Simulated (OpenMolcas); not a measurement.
## Eu3+ in a point-charge field

Eu3+ among 7 point charges of -1.5 e arranged as a pentagonal bipyramid (D5h), 2.69 Å from the ion, with the axial distance 2.798 Å.
```
   2.6900    0.0000    0.0000  -1.50
   0.8313    2.5583    0.0000  -1.50
  -2.1763    1.5811    0.0000  -1.50
  -2.1763   -1.5811    0.0000  -1.50
   0.8313   -2.5583    0.0000  -1.50
   0.0000    0.0000    2.7976  -1.50
   0.0000    0.0000   -2.7976  -1.50
```

```json
{"Program": "OpenMolcas", "Method": "CASSCF", "Basis": "ANO-RCC-VDZP [7s6p4d2f1g]", "Scalar Hamiltonian": "DKH2, point nucleus", "Active space": "6 electrons in 7 orbitals (4f)", "State averaging": "2S+1 = 7 even, 7 roots; 2S+1 = 5 even, 77 roots kept (CI in the orbitals of an earlier block); 2S+1 = 3 even, 1 root kept (CI in the orbitals of an earlier block, 0 in the spin-orbit step)", "Spin-orbit coupling": "state interaction with AMFI integrals over the reference wave functions"}
```

The lowest spin-free states, above the lowest:

| State | Degeneracy | E (cm-1) | Free-ion L (%) |
| --- | --- | --- | --- |
| 2S+1 = 7 | 2 | 0.0 | F (100) |
| 2S+1 = 7 | 2 | 504.5 | F (100) |
| 2S+1 = 7 | 1 | 525.5 | F (100) |
| 2S+1 = 7 | 2 | 552.7 | F (100) |
| 2S+1 = 5 | 2 | 24600 | D (100) |
| 2S+1 = 5 | 2 | 24667 | D (100) |
| 2S+1 = 5 | 1 | 24743 | D (100) |
| 2S+1 = 5 | 2 | 28041 | L (100) |
| 2S+1 = 5 | 2 | 28053 | L (100) |
| 2S+1 = 5 | 2 | 28073 | L (100) |
| 2S+1 = 5 | 2 | 28123 | L (100) |
| 2S+1 = 5 | 2 | 28140 | L (100) |
| 2S+1 = 5 | 2 | 28174 | L (100) |
| 2S+1 = 5 | 2 | 28209 | L (100) |
| 2S+1 = 5 | 1 | 28222 | L (100) |
| 2S+1 = 5 | 2 | 28339 | L (100) |
| 2S+1 = 5 | 2 | 29236 | G (100) |
| 2S+1 = 5 | 2 | 29435 | G (100) |
| 2S+1 = 5 | 1 | 29486 | G (100) |
| 2S+1 = 5 | 2 | 29494 | G (100) |

The lowest levels with spin-orbit coupling:

```tsv
E (cm-1)	Degeneracy	2S+1	J	|mJ| (%)	g
0.0	1	7	0.31	0 (100)	
179.2	1	7	1.07	0 (100)	
473.7	2	7	1.10	1 (100)	0.00 0.00 1.66
950.2	1	7	1.93	0 (100)	
1032	2	7	2.01	1 (100)	0.00 0.00 3.27
1125	2	7	2.06	2 (100)	0.00 0.00 5.14
1897	2	7	3.01	2 (100)	0.00 0.00 5.99
1929	2	7	2.98	1 (100)	0.00 0.00 3.52
1941	1	7	2.97	0 (100)	
1965	2	7	3.05	3 (100)	0.00 0.00 8.29
2891	2	7	4.00	3 (100)	0.00 0.00 9.11
2917	2	7	4.05	4 (100)	0.00 0.00 11.39
2966	2	7	3.98	2 (100)	0.00 0.00 6.42
3024	2	7	3.99	1 (100)	0.00 0.00 3.30
3043	1	7	3.99	0 (100)	
3919	2	7	5.04	5 (100)	0.00 0.00 14.60
4012	2	7	4.98	4 (100)	0.00 0.00 12.26
4096	2	7	4.98	3 (100)	0.00 0.00 9.36
4169	2	7	4.99	2 (100)	0.00 0.00 6.34
4219	2	7	5.00	1 (100)	0.00 0.00 3.20
```

Powder χT (cm3 K/mol): 0.016 at 2 K, 0.08 at 10 K, 0.398 at 50 K, 0.736 at 100 K, 1.16 at 200 K, 1.4 at 300 K. The effective moment at 300 K is 2.828 √(χT) = 3.35 μB.

Hund's rules give f6 a J = 0 ground level with no moment of its own; the computed χT of 1.403 cm3 K/mol at 300 K comes from higher levels.

High states are left out of the spin-orbit mixing, which shifts the levels that they would mix with. Point charges carry no covalency, so the field is a model and not that of real ligands. An unlabelled pair can be two single states that coincide in this model. The first state left out of the spin-orbit step lies near 45000 cm-1 above the lowest spin-free state of the reference (among the parities and spins computed), and the lists stop at four fifths of that energy or lower. No measured value stands beside these numbers.

A state without a sure symmetry label is named by its multiplicity alone. With an even number of electrons the g values are those of a degenerate or nearly degenerate non-Kramers pair.
